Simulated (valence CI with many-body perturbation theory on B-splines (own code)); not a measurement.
Values are calculated unless marked as measured or tabulated.
Basis-set convergence for Yb⁶³⁺

Method: relativistic CI+MBPT: five valence electrons over a frozen Dirac-Fock core [He], radial functions for each j: 9 s, 9 p, 8 d, 6 f, 3 g, 1 h, with the one-electron correlation potential Σ1, the two-electron term Σ2, the three-electron term Σ3, Breit, model QED; selected CI, second order for the rest, scaled by the run's own slope (own B-spline code, finite nucleus).

No measured spectrum was set against this ion. As an estimate, large intervals hold to a few tenths of a per cent, small ones and those within an open d or f shell to about a per cent. Among the levels kept, up to 4100 cm⁻¹ of a level comes from second order outside the variational space, and about a tenth of that is noise between levels of different J, which matters for small intervals.

The reference run has the lowest level (2s^2 2p1/2^2 2p3/2) J=3/2 and an ionisation energy of 14752.7 eV. Its largest variational space holds 20000 state functions.

Levels are named by their leading jj configuration (3d3/2^4 stands for four electrons in 3d with j = 3/2), which in mixed levels can hold well under half, so a name can repeat and another be missing. Letters in brackets count levels of one name in rising energy.

Changed runs:
A. basis 6 s, 6 p, 5 d, 3 f, 1 g
B. basis 5 s, 5 p, 4 d, 2 f

Excitation energies of the reference run in cm⁻¹, and shifts in cm⁻¹:

| Level | Reference | A | B |
| --- | --- | --- | --- |
| (2s^2 2p1/2 2p3/2^2) J=3/2 | 8637900 | +50 | -238 |
| (2s^2 2p1/2 2p3/2^2) J=5/2 | 8822430 | +229 | +229 |
| (2s^2 2p1/2 2p3/2^2) J=1/2 | 9208920 | +95 | +198 |
| (2s 2p1/2^2 2p3/2^2) J=5/2 | 11199500 | -43 | -370 |
| (2s 2p1/2^2 2p3/2^2) J=1/2 | 11992300 | -84 | -77 |
| (2s 2p1/2^2 2p3/2^2) J=3/2 | 12003000 | +67 | +138 |
| (2s^2 2p3/2^3) J=3/2 | 17865000 | +159 | +21 |
| (2s 2p1/2 2p3/2^3) J=3/2 [a] | 20045200 | -88 | -558 |
| (2s 2p1/2 2p3/2^3) J=5/2 | 20367300 | +175 | +25 |
| (2s 2p1/2 2p3/2^3) J=1/2 | 20842300 | +78 | -38 |
| (2s 2p1/2 2p3/2^3) J=3/2 [b] | 20914000 | +195 | +271 |
| (2p1/2^2 2p3/2^3) J=3/2 | 23740800 | -101 | -188 |
| Ionisation energy (eV) | 14752.7 | -0.0091 | -0.1 |
